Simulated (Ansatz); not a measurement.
Worked example: C3H5F3 + SnH2F → C3H5F2 + SnH2F2

Species: C3H5F3 (1,2,2-trifluoropropane) `CC(F)(F)CF`, singlet; SnH2F `[F][SnH2]`, doublet; C3H5F2 `C[C](F)CF`, doublet; SnH2F2 `[F][SnH2][F]`, singlet. A radical takes F: the energy is the difference in strength between the C–F bond broken and the Sn–F bond made.

Shapes, held fixed at every level: PBE0-D4/def2-TZVP. Flexible molecules stand in one conformer, not always the lowest. Programs: Ansatz 0.2.0. The zero-point and thermal change to 298 K, harmonic and unscaled (PBE0-D4/def2-TZVP), is -3.3 kJ/mol.

At CCSD(T)/def2-TZVPP; 1 Eh = 2625.50 kJ/mol:

```
species  energy (Eh)
 C3H5F3  -416.338668
  SnH2F  -314.575719
 C3H5F2  -316.521919
 SnH2F2  -414.387917
```

**Question.** Work out ΔH(298 K) of the reaction at this level.

**Answer.** 
1. Products less reactants: (-316.521919) + (-414.387917) − [(-416.338668) + (-314.575719)] = 0.004551 Eh = +11.9 kJ/mol.
2. With the thermal change: +11.9 + (-3.3) = +8.6 kJ/mol.

Other levels give -0.7 (B2PLYP/def2-TZVPP) to +30.9 kJ/mol (CCSD(T)/def2-SVP). No measured value is set beside it here. Open shells run unrestricted. For atoms past krypton def2 sets carry core potentials with scalar relativity. Outer-core shells of Sn are correlated in most correlated rows, in sets that cover them unevenly.
